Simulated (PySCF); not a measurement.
Excitation energy of Mg⁺ by level of theory

Mg⁺ [Ne] 3s1 (2S) → Mg⁺ [Ne] 3d1 (2D), as a difference of total energies. All numbers are calculated (PySCF 2.14, scalar relativity by spin-free X2C-1e, in aug-cc-pVTZ-DK). The calculations carry no spin-orbit coupling.

```json
{"method": "UHF", "excitation energy (eV)": "8.687"}
{"method": "LDA", "excitation energy (eV)": "8.785"}
{"method": "PBE", "excitation energy (eV)": "8.517"}
{"method": "PBE0", "excitation energy (eV)": "8.579"}
{"method": "r2SCAN", "excitation energy (eV)": "8.514"}
{"method": "BP86", "excitation energy (eV)": "8.367"}
{"method": "PW91", "excitation energy (eV)": "8.556"}
{"method": "r2SCANh", "excitation energy (eV)": "8.562"}
{"method": "BLYP", "excitation energy (eV)": "8.574"}
```

Question: Which method comes closest to the reference value, and which is furthest?

Answer: The reference is 8.864 eV (measured; NIST levels, between the centres of gravity of the two terms). Closest: LDA (error -0.079 eV); furthest: BP86 (error -0.497 eV).
